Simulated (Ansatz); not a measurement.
Calculated with Ansatz (gas phase, PBE0-D4/def2-TZVP geometries, no zero-point term in ΔE). CBS: MP2 limit from def2 TZ/QZ plus the TZ coupled-cluster correction, frozen cores. This one scheme is used for every species. DFT in def2-TZVPP. One conformer a species, not always the lowest.

`BC[SiH2]S` + HCl → `S[SiH2]CCl` + BH₃  (substitution at a C–B bond)

Question: Is it downhill or uphill in electronic energy at CCSD(T)/CBS, and by how much? (Estimate.)

Answer: The calculation gave: Uphill: ΔE = +1.02 eV.

Question: What do these levels give: r2SCAN-D4, BHLYP-D4, CAM-B3LYP-D4, BLYP, PBE0, CAM-B3LYP, LC-ωPBE, CCSD/def2-SVP, HF/def2-QZVPP, MP2/def2-QZVPP, SCS-MP2/def2-QZVPP, MP2/CBS(def2)? (Best estimate.)

Answer: Computed: r2SCAN-D4 1.09, BHLYP-D4 0.98, CAM-B3LYP-D4 1.02, BLYP 0.98, PBE0 1.08, CAM-B3LYP 1.02, LC-ωPBE 1.08, CCSD/def2-SVP 1.09, HF/def2-QZVPP 0.88, MP2/def2-QZVPP 1.04, SCS-MP2/def2-QZVPP 0.98, MP2/CBS(def2) 1.04 eV.

Largest T1 diagnostic among the species: 0.011.

Leaving LDA and LC-ωPBE aside and taking each functional with its dispersion term where it has one, the values, not all of them listed here, spread over 0.15 eV, from BLYP-D4 to B97M-V. LDA lies +0.13 eV from PBE without D4. In def2-TZVPP, CCSD(T) changes the Hartree–Fock value by +0.16 eV (the triples alone add +0.01 eV) and MP2 by +0.17 eV.
